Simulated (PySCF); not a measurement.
# From computed data to an observable: chemical shift, span and skew from a shielding tensor

Al(SiH3)3 (AlH9Si3), SMILES [SiH3][Al]([SiH3])[SiH3]. Atoms are numbered in the order given.

```xyz
13

Al    -0.0029    -0.0022     0.0023
Si     2.3171    -0.4041    -0.7297
H      2.7171    -1.8462    -0.5276
H      3.2529     0.4316     0.1145
H      2.5750    -0.0503    -2.1729
Si    -0.7820    -0.8757     2.1724
H     -1.7851    -1.9812     1.9324
H     -1.4923     0.1934     2.9681
H      0.3161    -1.4427     3.0365
Si    -1.5340     1.2807    -1.4434
H     -2.9072     1.4908    -0.8570
H     -1.7050     0.5779    -2.7702
H     -0.9507     2.6420    -1.7433
```

The structure is a stationary point at PBE-D3(BJ)/def2-SVP. The structure was generated by enumeration; whether it is a known compound was not checked.

GIAO shieldings from PBE/pcSseg-1 (PySCF), non-relativistic, no solvent. The symmetric part of the tensor of Si2 has the principal values 449.2, 453.3, 468.9 ppm. The same nucleus in TMS has σ = 335.4 ppm at this level (PySCF, at its B3LYP-D3(BJ)/def2-TZVP geometry).

Question: Work out the isotropic shielding, the ²⁹Si shift against TMS, the span and the skew.

Answer: 
σ(iso) = (σ11 + σ22 + σ33)/3 = 457.1 ppm. δ = σ(ref) − σ(iso) = 335.4 − (457.1) = -121.7 ppm.
Span Ω = σ33 − σ11 = 19.7 ppm. Skew κ = 3(σ(iso) − σ22)/Ω = 0.58. Tumbling in solution averages the tensor to δ; in a static solid the shielding alone would spread this spin-1/2 line over Ω.
